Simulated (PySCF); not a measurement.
Ionisation energy of Si⁺ by level of theory

Si⁺ [Ne] 3s2 3p1 (2P) → Si²⁺ [Ne] 3s2 (1S), as a difference of total energies. All numbers are calculated (PySCF 2.14, the spin-free X2C one-electron Hamiltonian (Gaussian nucleus), in x2c-SVPall). Correlated levels: valence: [Ne] frozen. The calculations carry no spin-orbit coupling.

```tsv
method	ionisation energy (eV)
UHF	15.789
M06-2X	16.110
M06-L	16.142
MP2 (valence)	15.950
SCS-MP2 (valence)	15.932
CCSD (valence)	16.046
CCSD(T) (valence)	16.064
```

Errors of the correlated levels include the incompleteness of this basis and the frozen core.

Task: Which method comes closest to the reference value, and which is furthest?

Result: The reference is 16.322 eV (measured; NIST levels, between the centres of gravity of the two terms). Closest: M06-L (error -0.180 eV); furthest: UHF (error -0.533 eV).
